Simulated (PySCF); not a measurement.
Mg(H)(Me) (CH4Mg), SMILES [CH3][MgH].

Geometry: PBE-D3(BJ)/def2-TZVP.

The numbers are results of C-PCM-ωB97X/def2-TZVPD (PySCF), not measurements.

The values are the electrostatic part of the solvation free energy, E(continuum) − E(gas) at the gas-phase geometry, in a cavity of scaled van der Waals radii (PySCF's table); cavitation and dispersion terms are not included. A continuum can't describe solvent molecules that bind to the metal. In vacuum the orbital gap is 10.16 eV. The dipole moment in vacuum is 0.44 D.

### Question
Estimate the values in water (ε = 78.36), dimethylsulfoxide (ε = 46.83), acetone (ε = 20.49). (The exact figures need the calculation; the answer reports its results.)

### Answer

| solvent | ε | ΔG(elec) (kcal/mol) | dipole (D) | gap (eV) |
|---|---|---|---|---|
| water | 78.36 | -10.8 | 0.56 | 10.54 |
| dimethylsulfoxide | 46.83 | -10.7 | 0.55 | 10.54 |
| acetone | 20.49 | -10.3 | 0.55 | 10.53 |
